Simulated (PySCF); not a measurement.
A species of formula CH9BNP has this rotational fingerprint, computed with PBE0-D3(BJ)/def2-SVP geometry optimisation, gas phase (PySCF):

| Property | Result |
| --- | --- |
| Rotational constants | A = 19842, B = 2178, C = 2079 MHz |
| Dipole components | \|μa\| = 4.96 D, \|μb\| = 2.41 D, \|μc\| = 0.34 D |
| Inertial defect | -14.46 u·Å² |
| κ | -0.99 |

Problem. Which candidate fits, each taken in the one conformer that was computed?
A. `[CH3:1][NH2+:2][BH2-:3][PH2:4]` with C1–N2–B3–P4 172°, N2–B3–P4–H 105° and -159°
B. `[CH3:1][B@@H-:2]([NH3+:3])[PH2:4]` with C1–B2–P4–H -22° and 74°

Solution. A. It is C[NH2+][BH2-]P, a near-prolate asymmetric top. The candidates at the same level (rigid rotor, commonest isotopes):

| SMILES | A (MHz) | B (MHz) | C (MHz) | μa (D) | μb (D) | μc (D) | Δ (u·Å²) | point group | rotor |
| --- | --- | --- | --- | --- | --- | --- | --- | --- | --- |
| C[NH2+][BH2-]P | 19842 | 2178 | 2079 | 4.96 | 2.41 | 0.34 | -14.46 | – | near-prolate asymmetric top |
| C[B@@H-]([NH3+])P | 6825 | 3666 | 2655 | 3.73 | 3.58 | 1.39 | -21.53 | C1 | asymmetric top |

`C[B@@H-]([NH3+])P` has B 68 % too high. No structure here is proved a minimum.
